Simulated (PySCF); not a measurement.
**Tellurium: a sound run and one with changed settings**

Sound run: Te [Kr] 4d10 5s2 5p4, Te+ [Kr] 4d10 5s2 5p3. Calculation: PySCF 2.14, in def2-TZVP with the def2 core potential (28 electrons) (6s5p3d2f, 50 functions); scalar relativity through the core potential. The sound run starts from symmetry-adapted Hartree-Fock orbitals and uses a fine grid where one is needed.

Changed run: basis STO-3G, all-electron and non-relativistic. This setting is unsound on purpose.

| species | method | sound run (hartree) | changed run (hartree) | converged |
| --- | --- | --- | --- | --- |
| Te | UHF | -267.00555 | -6547.12236 | yes |
| Te | PBE | -267.97310 | -6548.55506 | yes |
| Te | B3LYP | -268.07388 | -6549.18390 | yes |
| Te+ | UHF | -266.72160 | -6546.92308 | yes |
| Te+ | PBE | -267.65271 | -6548.30164 | yes |
| Te+ | B3LYP | -267.74721 | -6548.92899 | yes |

Ionisation energy of Te:

| method | sound run (eV) | changed run (eV) |
| --- | --- | --- |
| UHF | 7.727 | 5.423 |
| PBE | 8.718 | 6.896 |
| B3LYP | 8.889 | 6.936 |

A minimal basis cannot let orbitals breathe on ionisation and holds almost no correlation. The Hamiltonian changed with the basis, so the totals do not compare.

For comparison, NIST gives 9.010 eV between the lowest levels.
